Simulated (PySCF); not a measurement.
**Relaxation of quintet CoS₃⁻**

Level of theory: PySCF, UPBE, basis Co def2-SVPD, S def2-SVPD (no relativity, density fitting). A (50,194) grid was used.

A hand-made T-shaped start, of C2v symmetry, held to at least that symmetry:

Coordinates in bohr (charge -1 multiplicity 5):
```
Co    0.0000    0.0000   -0.8223
S     0.0000    0.0000    2.9004
S     3.7205    0.0000   -0.6923
S    -3.7205    0.0000   -0.6923
```

Optimiser trace:
| step | E − E(last) (kJ/mol) | largest gradient (Eh/bohr) |
| --- | --- | --- |
| 0 | 92.49 | 0.06336 |
| 1 | 39.25 | 0.02208 |
| 2 | 17.54 | 0.00943 |
| 3 | 10.16 | 0.01076 |
| 4 | 6.01 | 0.01224 |
| 5 | 2.04 | 0.00896 |
| 6 | 0.17 | 0.00259 |
| 7 | 0.01 | 0.00097 |
| 8 | 0.00 | 0.00040 |
| 9 | 0.00 | 0.00002 |

It ends at C2v with Co–S 2.045 Å, Co–S 2.074 Å (×2); S–Co–S 104.9° (×2), S–Co–S 150.2°. A frequency run shows 1 imaginary mode, down to 65i cm⁻¹, so it is a saddle point.

Final geometry:
Z-matrix (Å, degrees; charge -1 multiplicity 5):
```
Co
S  1 2.0450
S  1 2.0741 2 104.88
S  1 2.0741 2 104.88 3 180.00
```

With open d or f shells other occupations or spin states may lie lower.
